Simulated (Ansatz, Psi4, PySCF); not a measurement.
System: phosphanylboronic acid, H₄BPO₂, charge 0, multiplicity 1. SMILES: OB(O)P
Geometry: optimised at B3LYP-D3(BJ)/def2-TZVP (Ansatz, a quantum-chemistry and plane-wave program).

Quantity: vertical triplet-singlet gap, E(triplet) - E(singlet), in eV. Conventions: open shells spin-unrestricted; each state is the SCF solution reached for its charge and spin; dispersion terms only where a functional's name holds one; 6-31G* and kin with 6d, 5d where marked; spin-orbit terms left out; 6-311+G** with 5d, 6d on Na to Ar in Ansatz; non-relativistic. First-principles rows: single points at B3LYP-D3(BJ) geometries (Ansatz). Levels can end on unlike triplets.

| level | program | vertical triplet-singlet gap, E(triplet) - E(singlet) (eV) |
|---|---|---|
| HF/6-31G* | Ansatz | 5.56 |
| HF/6-311+G** | Ansatz | 5.38 |
| PBE/6-31G* | Ansatz | 5.57 |
| B3LYP/3-21G | Ansatz | 6.26 |
| B3LYP/6-31G* | Ansatz | 5.78 |
| M06-2X/6-31G* (5d) | PySCF | 5.97 |
| wB97X-D/6-31G* | Psi4 | 5.99 |
| wB97X-V/def2-TZVPD | Ansatz | 5.66 |

No value to compare with is used here. The 7 habitual levels span 5.38 (HF/6-311+G**) to 6.26 eV (B3LYP/3-21G); wB97X-V/def2-TZVPD gives 5.66.

The levels are drawn from those run, B3LYP/6-31G* more often than the rest, none by its result; left out are runs that failed, that the program found above a lower state of the same kind, or whose <S^2> lies over 0.5 above the pure value.
